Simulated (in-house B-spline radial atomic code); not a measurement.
Configurations of Ar IV (Ar3+), with energies counted from [Ne] 3s2 3p3. Level of theory: non-relativistic B97-1, spin-polarised, spherical fractional occupations, exact exchange averaged over the configuration, point nucleus; calculated with a radial B-spline atomic code at the basis-set limit. Shells without spins written out take the highest spin.

Occupations are held fixed; configurations that lie above the ionisation limit could autoionise.

```tsv
configuration	E - E(ref) (eV)	highest orbital	its <r> (bohr)
[Ne] 3s1 3p4	15.159	3p down	1.427
[Ne] 3s2 3p2 3d1	22.707	3d up	1.614
[Ne] 3s1 3p3 3d1	32.18	3d up	1.589
[He] 2s2 2p5 3s2 3p3 3d1	260.06	3d up	1.459
[He] 2s2 2p5 3s2 3p3 4d1	281.84	4d up	3.853
```

Question: Order these further configurations by energy, lowest first.
A. [Ne] 3s1 3p3 4p1
B. [Ne] 3s1 3p3 4s1
C. [He] 2s2 2p5 3s2 3p3 4f1
D. [Ne] 3s2 3p2 4f1
E. [Ne] 3s1 3p3 4f1

Answer: B (41.595 eV), D (44.938 eV), A (45.949 eV), E (55.508 eV), C (285.96 eV).
